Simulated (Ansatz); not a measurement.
A nudged elastic band was laid between two geometries of AlClFH3O (7 atoms, charge 0, multiplicity 1).

All numbers below come from RKS B3LYP/def2-SVP (Ansatz).

| Item | Value |
| --- | --- |
| movable images | 9 |
| climbing image | yes |
| spring | 5.0 eV/Å² |
| optimiser | quadratic models (default) |
| start path | through a guess of the saddle point |
| force threshold | 0.05 eV/Å |
| iteration limit | 60 |
| end points | relaxed |

First end point:

```xyz
7
Properties=species:S:1:pos:R:3
Al 0.004 -0.077 0.037
H -0.108 0.458 1.532
Cl 1.811 0.273 -1.005
O -1.362 -0.399 -0.929
H -2.285 -0.324 -0.678
F 0.421 -1.925 0.877
H 0.501 -1.683 1.782
```

Last end point:

```xyz
7
Properties=species:S:1:pos:R:3
Al 0.137 -0.713 -0.307
H 0.087 0.157 1.853
Cl 1.830 0.380 -0.852
O -1.383 -0.097 -0.711
H -2.224 -0.554 -0.621
F 0.326 -2.261 0.280
H 0.209 -0.588 1.971
```

(1) Which bonds break or form, and what moves?

(2) What energy profile does the band end with?

(3) What is the geometry of the highest image?

(4) What are the harmonic wavenumbers there?

The band took 13 iterations and roughly 5 core-minutes.

Answers

(1) Bonds broken: Al1–H2, F6–H7. Bonds formed: H2–H7. AlClFH3O becomes AlClFHO + H2.

(2) It converged. The highest image is number 4 of 0 to 10, 1.9 kcal/mol above the first end and 30.1 kcal/mol above the last; the last end lies 28.2 kcal/mol below the first. A vibrational analysis at the climbing image gives one clearly imaginary mode, 563i cm⁻¹: a first-order saddle point. The orbitals stay closed-shell, which can raise the energy where a bond breaks towards radicals; this wasn't checked here.

```csv
image,path coordinate (Å),energy (kcal/mol),Al1–H2 (Å),F6–H7 (Å),H2–H7 (Å)
0,0.00,0.0,1.59,0.94,2.24
1,0.21,0.1,1.60,0.95,1.99
2,0.41,0.4,1.61,0.96,1.74
3,0.62,1.1,1.64,0.98,1.48
4,0.82,1.9,1.69,1.06,1.24
5,1.04,-1.5,1.76,1.24,1.02
6,1.25,-11.9,1.86,1.46,0.86
7,1.46,-20.8,2.00,1.68,0.79
8,1.68,-25.7,2.15,1.91,0.77
9,1.89,-27.8,2.26,2.15,0.77
10,2.10,-28.2,2.33,2.38,0.76
```

(3) 
```xyz
7
Properties=species:S:1:pos:R:3
Al 0.081 -0.264 -0.023
H 0.042 0.061 1.631
Cl 1.839 0.334 -0.998
O -1.366 -0.257 -0.897
H -2.261 -0.452 -0.612
F 0.381 -1.936 0.900
H 0.266 -1.161 1.615
```

(4) 563i, 144, 200, 219, 273, 457, 484, 552, 688, 897, 1126, 1171, 1658, 2232, 3953 cm⁻¹.

The run took 4.8 min on 1 thread of Arm Neoverse V2 (shared host), peak memory 0.17 GiB.
